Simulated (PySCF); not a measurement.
Excitations are Tamm–Dancoff values on a coarser integration grid. The basis has no diffuse functions, so Rydberg states are missing or too high.

## C2H11N3Sn, SMILES `[CH2](C)[Sn]([NH2])([NH2])[NH2]` (charge 0, multiplicity 1)

The numbers are results of PySCF with r2SCAN-D4/def2-TZVP // r2SCAN-D4/def2-SVP, not measurements.

- HOMO = -5.85 eV
- dipole moment = 1.71 D
- HOMO–LUMO gap = 5.17 eV
- LUMO = -0.68 eV
- S1 excitation (TDA) = 5.38 eV
- S1 oscillator strength = 0.048
- brightest of the four lowest singlets (TDA) = 5.63 eV
- T1 excitation (TDA) = 4.76 eV
- S1–T1 gap (TDA) = 0.62 eV
- total energy = -461.4561 Ha
- cost = very roughly 13 core-minutes

```xyz
17

C      2.3303    -0.0619    -0.3107
C      1.2171    -0.9620     0.2218
Sn    -0.7062     0.0272     0.1089
N     -0.3528     2.0234     0.3976
N     -1.4714    -0.3366    -1.7654
N     -2.1546    -0.3173     1.5344
H      2.3741     0.8907     0.2419
H      2.1830     0.1804    -1.3763
H      3.3197    -0.5428    -0.2205
H      1.3871    -1.2319     1.2776
H      1.1496    -1.9056    -0.3457
H     -1.2269     2.5425     0.4953
H      0.1484     2.4434    -0.3866
H     -1.4926    -1.3296    -2.0033
H     -2.4256     0.0113    -1.8715
H     -1.7971    -0.1464     2.4769
H     -2.4821    -1.2849     1.5254
```
